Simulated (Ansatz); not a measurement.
Harmonic frequencies (cm⁻¹) at PBE0-D4/def2-TZVP from Ansatz: 84, 86, 127, 142, 176, 248, 328, 360, 452, 501, 504, 653, 737, 790, 835, 864, 900, 933, 938, 1574, 2168, 2200, 2223, 2231, 2450, 3606, 3708.

Each molecule was computed in one conformer, which needn't be the lowest.

Q: Which molecule is it?
A. `N[SiH]([SiH3])[SeH]`
B. `FB1CB(Cl)C1`
C. `C#COC[SiH3]`
D. `OCC1=CB1`

A: A.
